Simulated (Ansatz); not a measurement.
Relaxation of H₈O₂Si₂ (12 atoms, charge 0, multiplicity 1), to a largest force component of 0.03 eV/Å in at most 50 steps.

Level of theory: Ansatz 0.2.0, RKS LDA/def2-SVP.

```xyz
12
Properties=species:S:1:pos:R:3
Si 0.848 0.005 -1.105
O 0.863 1.720 -1.227
O -0.529 -0.558 -0.396
Si -1.343 -1.091 0.944
H 0.870 -0.575 -2.492
H 2.067 -0.362 -0.319
H 0.886 1.583 1.038
H 0.856 0.992 1.436
H 0.278 2.060 -1.929
H -1.124 -0.160 2.110
H -0.863 -2.467 1.325
H -2.808 -1.148 0.615
```

Task: Where does it end, and by what steps?

Result: The forces met the threshold. The force dipped under the threshold on the way, but the program's further checks kept it going. After 27 steps the energy has fallen by 0.253 eV; H11 moved furthest, 1.29 Å.

| step | energy less start (eV) | largest force component (eV/Å) | accepted |
| --- | --- | --- | --- |
| 0 | 0.0000 | 2.319 | yes |
| 1 | -0.1505 | 0.961 | yes |
| 2 | -0.1743 | 0.492 | yes |
| 3 | -0.1862 | 0.279 | yes |
| 4 | -0.1969 | 0.143 | yes |
| 5 | -0.1934 | 0.290 | no |
| 6 | -0.2009 | 0.108 | yes |
| 7 | -0.2043 | 0.112 | yes |
| 8 | -0.2013 | 0.206 | no |
| 9 | -0.2081 | 0.021 | yes |
| 10 | -0.2107 | 0.059 | yes |
| 11 | -0.2133 | 0.173 | yes |
| 12 | -0.2147 | 0.199 | yes |
| 13 | -0.2174 | 0.208 | yes |
| 14 | -0.2207 | 0.178 | yes |
| 15 | -0.2237 | 0.172 | yes |
| 16 | -0.2261 | 0.133 | yes |
| 17 | -0.2304 | 0.091 | yes |
| 18 | -0.2323 | 0.146 | yes |
| 19 | -0.2352 | 0.094 | yes |
| 20 | -0.2401 | 0.133 | yes |
| 21 | -0.2415 | 0.169 | yes |
| 22 | -0.2461 | 0.056 | yes |
| 23 | -0.2481 | 0.036 | yes |
| 24 | -0.2502 | 0.162 | yes |
| 25 | -0.2518 | 0.108 | yes |
| 26 | -0.2528 | 0.010 | yes |
| 27 | -0.2530 | 0.012 | yes |

```xyz
12
Properties=species:S:1:pos:R:3
Si 0.706 -0.186 -1.379
O 1.362 1.279 -0.949
O -0.727 -0.467 -0.606
Si -1.289 -0.915 0.895
H 0.402 -0.218 -2.849
H 1.730 -1.198 -0.961
H 0.797 1.411 1.189
H 0.510 1.389 1.922
H 0.918 2.076 -1.293
H -1.907 0.269 1.588
H -0.164 -1.463 1.738
H -2.338 -1.976 0.706
```

Whether the end is a true minimum wasn't checked by a vibrational analysis.

Run time: 25 s on 2 threads of Intel(R) Xeon(R) Platinum 8488C (Sapphire Rapids), with other jobs on the host, peak memory 0.17 GiB.
